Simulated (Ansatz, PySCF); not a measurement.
Species: C3H4N (charge 0, doublet). It need not be the lowest isomer of its formula. SMILES: [C-]#[N+][CH]C
Coordinates optimised at B3LYP-D3(BJ)/def2-TZVP (Ansatz, a program for electronic structure):
```xyz
8

C     -1.5792     0.1486    -0.0893
C     -0.2734    -0.4526    -0.4641
N      0.8589    -0.0212     0.1045
C      1.8402     0.3806     0.6239
H     -1.5948     1.2231    -0.3001
H     -1.7743     0.0335     0.9821
H     -2.3891    -0.3243    -0.6418
H     -0.1800    -1.2434    -1.1948
```
Charge 0, spin multiplicity 2.

Property: atomisation energy (electronic, to ground-state atoms); the coupled-cluster value holds the core correlation from cc-pwCVTZ, in kcal/mol. Correlated levels leave the core frozen unless marked. UHF or UKS for open shells. Spin-orbit coupling is left out. No relativistic terms. CBS(X,Y): correlation extrapolated as X^-3; Hartree-Fock from the larger set. [CCSD(T)-MP2]/basis is that difference in the basis named.

Level to compare with: RI-MP2/CBS(aug-cc-pVTZ,aug-cc-pVQZ)+[CCSD(T)-MP2]/aug-cc-pVTZ plus the core term (Ansatz), 788.0 kcal/mol. It is a level with limits of its own, and the differences hold the functionals' basis error too.

Problem. Rank these functionals by how close they come to RI-MP2/CBS(aug-cc-pVTZ,aug-cc-pVQZ)+[CCSD(T)-MP2]/aug-cc-pVTZ, closest first: wB97M-V/def2-TZVPD (Ansatz); r2SCANh/def2-TZVPD (Ansatz); M06-2X/def2-TZVPD (PySCF).

Solution. M06-2X/def2-TZVPD (hybrid meta-GGA, 789.3 kcal/mol, difference 1.3), r2SCANh/def2-TZVPD (hybrid meta-GGA, 785.6 kcal/mol, difference -2.4), wB97M-V/def2-TZVPD (range-separated hybrid meta-GGA with VV10, 791.8 kcal/mol, difference 3.8)
